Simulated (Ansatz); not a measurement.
Basis-set series for CH₉N₃Zr, SMILES `[CH3][Zr]([NH2])([NH2])[NH2]`. Total charge 0; spin multiplicity 1. Zr takes the def2 core potential. All single points use the PBE0-D4/def2-TZVP geometry. It is one conformer, not always the lowest.

```json
{"functional": "PBE0-D4", "basis": "def2-TZVPP", "functions": "306", "energy (Eh)": "-254.79564", "HOMO (eV)": "-6.71", "LUMO (eV)": "-0.07"}
{"functional": "PBE0-D4", "basis": "def2-QZVPP", "functions": "579", "energy (Eh)": "-254.81167", "HOMO (eV)": "-6.75", "LUMO (eV)": "-0.24"}
{"functional": "ωB97M-V", "basis": "def2-TZVPP", "functions": "306", "energy (Eh)": "-254.86262", "HOMO (eV)": "-9.07", "LUMO (eV)": "0.89"}
{"functional": "ωB97M-V", "basis": "def2-QZVPP", "functions": "579", "energy (Eh)": "-254.87790", "HOMO (eV)": "-9.11", "LUMO (eV)": "0.57"}
```

Task: Give the rows for def2-SVP. (Best estimate.)

Result: Computed: 
| functional | basis | functions | energy (Eh) | HOMO (eV) | LUMO (eV) |
| --- | --- | --- | --- | --- | --- |
| PBE0-D4 | def2-SVP | 132 | -254.53462 | -6.53 | 0.15 |
| ωB97M-V | def2-SVP | 132 | -254.59001 | -8.88 | 1.15 |

Positive LUMOs are unbound and depend on the basis.
